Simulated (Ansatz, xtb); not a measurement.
**CH4GeOS: which of two conformers lies lower**

Structure I: `C[S][Ge][OH]`, a singlet. Structure II: `C[S][Ge][OH]`, a singlet. Both are isolated molecules in the gas phase, relaxed with PBE0-D4/def2-SVP.

I (Å):

| atom | x (Å) | y (Å) | z (Å) |
| --- | --- | --- | --- |
| C | -0.7481 | 0.7274 | 0.0498 |
| Ge | 2.0954 | -0.7765 | 0.5638 |
| O | 1.0321 | -1.7300 | -0.5093 |
| S | 0.7888 | 1.0291 | 0.9707 |
| H | -1.2577 | -0.1839 | 0.3979 |
| H | -0.5669 | 0.6683 | -1.0341 |
| H | -1.4158 | 1.5797 | 0.2352 |
| H | 0.1642 | -1.3712 | -0.7297 |

II (Å):

```xyz
8

C    -0.0804    0.8188    1.8103
Ge   -1.2334    1.4886   -1.0381
O    -1.5695    0.4793   -2.4706
S    -0.4521   -0.1368    0.3063
H    -0.3172    1.8861    1.6794
H    -0.6732    0.4247    2.6467
H     0.9872    0.7199    2.0484
H    -1.3716   -0.4627   -2.3954
```

Energies in hartree; the thermal terms are from PBE0-D4/def2-SVP harmonic frequencies (ideal gas, rigid rotor, one conformer each, 298.15 K, 1 atm) and include the zero-point energy:

|  | I | II |
| --- | --- | --- |
| E, CCSD(T)/def2-SVP | −2588.243083 | −2588.244381 |
| E, MP2/def2-SVP | −2588.190710 | −2588.192337 |
| E, MP2/def2-TZVPP | −2588.892184 | −2588.894722 |
| zero-point energy | 0.052554 | 0.052642 |
| H(298 K) − E | 0.059859 | 0.060041 |
| G(298 K) − E | 0.021354 | 0.021157 |

**Question.** Correct the CCSD(T) difference for the basis set by the MP2 change, then work out ΔE, ΔE₀, ΔH and ΔG for I → II in kJ/mol (1 Eh = 2625.50 kJ/mol) and the equilibrium ratio [II]/[I].

**Answer.** 1. Differences II − I: CCSD(T) −0.001298, MP2 in the small set −0.001627, MP2 in the large set −0.002538 Eh.
2. ΔE = −0.001298 + (−0.002538 − (−0.001627)) = −0.002209 Eh = −5.80 kJ/mol.
3. ΔE₀ = ΔE + ΔZPE = −0.002209 + (+0.000088) Eh = −5.57 kJ/mol.
4. ΔH = ΔE + (+0.000182) Eh = −5.32 kJ/mol.
5. ΔG = ΔE + (−0.000197) Eh = −6.32 kJ/mol, so ΔS = (ΔH − ΔG)/T = +3.3 J/(mol K).
6. kT = 0.9442 mEh, so K = [II]/[I] = exp(−ΔG/kT) = exp(+2.55) ≈ 13.

The sums favour II, but ΔE leans on the basis-set step (CCSD(T) alone has the other sign or is under 1 kcal/mol), so the order isn't settled. An error of 4 kJ/mol in ΔG would change K by a factor of 5. Mirror images and further conformers aren't counted.

Other levels gave ΔE = −3.0 (PBE0-D4/def2-SVP); −7.1 (HF/def2-SVP); −4.3 (MP2/def2-SVP); −3.4 (CCSD(T)/def2-SVP) kJ/mol. The correlated steps freeze 16 core orbitals; the filled d shell of Ge is correlated, in a basis made for valence electrons. Programs: Ansatz 0.2.0.
